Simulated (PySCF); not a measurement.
C3H6O2Si, SMILES C=C1OC([SiH3])O1. Atoms are numbered in the order given.

```xyz
12

C      2.5828     0.5354     0.0000
C      1.3630     0.0126     0.0000
O      0.5243    -0.3429     1.0152
C     -0.4097    -0.7173     0.0000
Si    -2.0005     0.3558     0.0000
O      0.5243    -0.3429    -1.0152
H      3.0771     0.7457    -0.9465
H      3.0771     0.7457     0.9465
H     -0.5889    -1.8093     0.0000
H     -2.7902     0.0274     1.2218
H     -2.7902     0.0274    -1.2218
H     -1.5832     1.7846     0.0000
```
Charge 0, spin multiplicity 1.

Geometry optimised at PBE0-D3(BJ)/def2-SVP. The structure was generated by enumeration, and PubChem lists no compound with its InChIKey, so it may never have been made.

Calculation: PBE0/pcSseg-1 (PySCF).

GIAO shieldings, no solvent; atoms alike by connectivity are averaged. δ = σ(ref) − σ: ¹³C against TMS (σ = 186.3 ppm); ¹⁷O against H2O (σ = 334.2 ppm); ²⁹Si against TMS (σ = 352.7 ppm); ¹H against TMS (σ = 31.56 ppm), references at their B3LYP-D3(BJ)/def2-TZVP geometries, non-relativistic.

Q: Estimate the chemical shifts. (Estimate from the structure and the level; the computed values follow.)

A: 
```csv
nucleus,atoms,count,δ (ppm)
¹³C,C2,1,178.1
¹³C,C4,1,112.6
¹³C,C1,1,59.4
¹⁷O,"O3, O6",2,165.9
²⁹Si,Si5,1,-69.1
¹H,H9,1,6.83
¹H,"H10, H11, H12",3,4.25
¹H,"H7, H8",2,3.76
```
